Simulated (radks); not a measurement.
Results of a calculation; reference values are marked as such.
Question: The mean radii <r> (bohr) of the occupied orbitals of an atom or ion are listed with their occupations. Level of theory: scalar-relativistic Kohn-Sham, SCAN, spin-polarised, spherical densities, finite nucleus; meta-GGA in the generalised Kohn-Sham scheme; Fermi nuclear charge, rms radius of each element as measured or else 0.836 A^(1/3) + 0.57 fm (a radial shooting solver on a logarithmic mesh with Libxc functionals).

orbital  occ.      <r>
1s up       1  0.01579
1s down     1  0.01579
2s up       1  0.06646
2s down     1  0.06646
2p up       3  0.06054
2p down     3  0.06054
3s up       1   0.1714
3s down     1   0.1714
3p up       3   0.1737
3p down     3   0.1737
3d up       5   0.1576
3d down     5   0.1576
4s up       1   0.3769
4s down     1   0.3769
4p up       3   0.4021
4p down     3   0.4021
4d up       5   0.4223
4d down     5   0.4223
5s down     1   0.8335
5s up       1   0.8327
4f up       7   0.4410
4f down     7   0.4409
5p down     3   0.9464
5p up       3   0.9465
5d up       5    1.207
5d down     5    1.196
6s up       1    1.956

Name the element and its charge. Open shells, if any, are filled with parallel spins first.

Answer: Z = 83, bismuth, charge +4: Bi4+ in [Xe] 4f14 5d10 6s1. The 1s radius gives Z: for a bare nucleus <r> = (2 gamma + 1)/(2Z) with gamma = sqrt(1 - (Z/c)^2), 0.01561 bohr for Z = 83, and screening makes it slightly larger (0.01579 here). The occupations add up to 79, and the charge is Z minus that.
